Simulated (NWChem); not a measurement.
silicon dioxide molecule (SiO2); SMILES O=[Si]=O

```xyz
3

O      0.0000     0.0000    -1.5060
Si     0.0000     0.0000     0.0000
O      0.0000     0.0000     1.5060
```
Atoms are numbered in this order, from 1.

Program: NWChem. The geometry was optimised at PBE0-D3(BJ)/def2-TZVP. Level: M06-2X/def2-SVP with SMD (1 M gas to 1 M solution), gas-phase geometry. Reactions with the solvent are ignored.

For solvent chlorobenzene:

```yaml
solvation free energy (kcal/mol): -6.0
```

Task: What are these values for solvent cyclohexane?

Result: 
| Quantity | Value |
|---|---|
| solvation free energy (kcal/mol) | -3.9 |
